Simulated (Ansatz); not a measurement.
CHNO, SMILES `N=C=O` (charge 0, multiplicity 1).

All values below come from Ansatz (a first-principles code) with r2SCAN0/cc-pVTZ // PBE0-D3(BJ)/def2-TZVP.

Ansatz 0.2 input:
```yaml
crystal:
  periodic: [false, false, false]
  atoms:
    - { symbol: N, position_ang: [-0.669555, 0.304364, -0.256407] }
    - { symbol: C, position_ang: [0.490231, 0.035348, -0.050672] }
    - { symbol: O, position_ang: [1.635539, -0.106475, 0.073915] }
    - { symbol: H, position_ang: [-1.456215, -0.233238, 0.060982] }
basis:
  gaussian: { orbitals: cc-pVTZ }
hamiltonian:
  xc: r2scan0
```

Output:

```
Functional definition: r2SCAN0
578 factors; their error is unknown
mean field evaluation 1: about -4584.8515 eV, gradient 4.9e1 eV
mean field evaluation 2: about -4582.7550 eV, gradient 5.9e1 eV
mean field evaluation 4: about -4588.7291 eV, gradient 2.7e0 eV
mean field evaluation 8: about -4588.7452 eV, gradient 2.5e-2 eV
mean field -4588.74519481 eV, -168.6332755462 hartree, gradient 2.0e-5 eV, S^2 0.000000; 0 other end points of the search recorded, 0 dependent functions left out
reference -4588.74519901 eV, -168.6332757004 hartree; 11, 11 occupied and 93, 93 virtual orbitals, 578 factors
Total energy: -4588.74519901 eV, -168.6332757004 hartree
```
